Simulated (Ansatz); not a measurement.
GeTe, closed-shell singlet (the spin of the measured ground state), most abundant isotopes (73.9212 and 129.9062 u). Constants from fifth-degree fits in 1/R to seven points on the lowest solution found; no spin–orbit coupling, no relativity up to Kr; ω_e x_e and α_e move by some per cent with the fit.

Correlated levels freeze the inner cores; with def2 sets outer-core shells near the valence are correlated too. CBS(a, b) extrapolates the correlation energy as X⁻³ and adds the Hartree–Fock energy of set b.

Run with Ansatz (Gaussian orbitals).  In def2 rows elements past Kr take small-core potentials, without spin–orbit coupling.

At CCSD(T)/CBS(def2-TZVPP, def2-QZVPP): B₀ = 0.065653 cm⁻¹, fundamental 329 cm⁻¹.

### Question
Taking the state as ¹Σ, work out the ideal-gas entropy and heat capacity at 298.15 K and 1 bar (rigid rotor, harmonic oscillator at the fundamental, no nuclear spin).

### Answer

Translation: S = R(1.5 ln M + 2.5 ln T − 1.1517) with M = 203.827 u gives 175.17 J/(mol K). Rotation: q = kT/(σhcB₀) = 3156.4 with σ = 1 and hc/k = 1.43878 cm K, S = R(ln q + 1) = 75.31. Vibration: u = hcν/kT = 1.589, S = R(u/(eᵘ − 1) − ln(1 − e⁻ᵘ)) = 5.29. Sum S° = 255.8 J/(mol K). C_p = 7R/2 + R u² eᵘ/(eᵘ − 1)² = 35.87 J/(mol K).

Doubts at one or more of the structures used: a restricted determinant that unrestricted orbitals would lower (CCSD(T)/CBS(def2-TZVPP, def2-QZVPP)).

Ansatz is a program for electronic structure.
